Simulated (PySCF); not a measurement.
Ge(Cl)2(SeH)2, SMILES [Cl][Ge]([Cl])([SeH])[SeH] at its PBE0/def2-SVP optimised geometry (Å):

```
7

Cl    -1.8126     1.4035     0.1837
Ge     0.2812     0.9313     0.0000
Cl     0.9785     1.7864    -1.8502
Se     0.3399    -1.4035     0.0000
Se     1.5934     1.9632     1.6335
H      1.8126    -1.4035     0.0000
H      1.0142     1.1150     2.6890
```

Method: PySCF with PBE0/def2-TZVP.

Map of the electrostatic potential (hartree/e), clipped to [-0.08, 0.12] on the plane z = 1.2 Å:

```
|                  .........|
|                 .::::.....|
|               .:=+++-::...|
|              .-#@@@@#=:...|
|            ..-%@@@@@@*-...|
|     .......:-#@@@@@@@@-...|
|   ..-=+=---=*@@@@@@@@@=.. |
|  ..-+@@@*++#@@@@@@@@@@-.  |
|  ..-#@@@@#%@@@@@@@@@@#:   |
|  ..-#@@@@%@@@@@@@@@@@=.   |
|   .:=%@@%%@@@@@@@@@@+.    |
|    .:-+++#@@@@@@@@#=:.    |
|      .::-+@@@@@@%*=:..  ..|
|       ..-=*%@@@#*=-:......|
|       ..:-+*###*=--::.....|
|       ..:-=+*##+=--::::...|
|      ...:-=*%@@#+=---::::.|
|     ....::=#@@@%+=----:::.|
|    ......:=*@@@%+=----::::|
|   .......:-+#@@#+-----::::|
|  .........:-=**+=----:::::|
|............:-----::::::::.|
|.............:::::::::::::.|
|...............::::::::::..|
|.................:::::::...|
|...........................|
|...........................|
```
Scale: ten equal steps from -0.014 (start of ' ') to 0.120 (end of '@'), in the order ' .:-=+*#%@'; x runs from -4.00 to 4.00, y from -4.00 (bottom) to 4.00 (top).
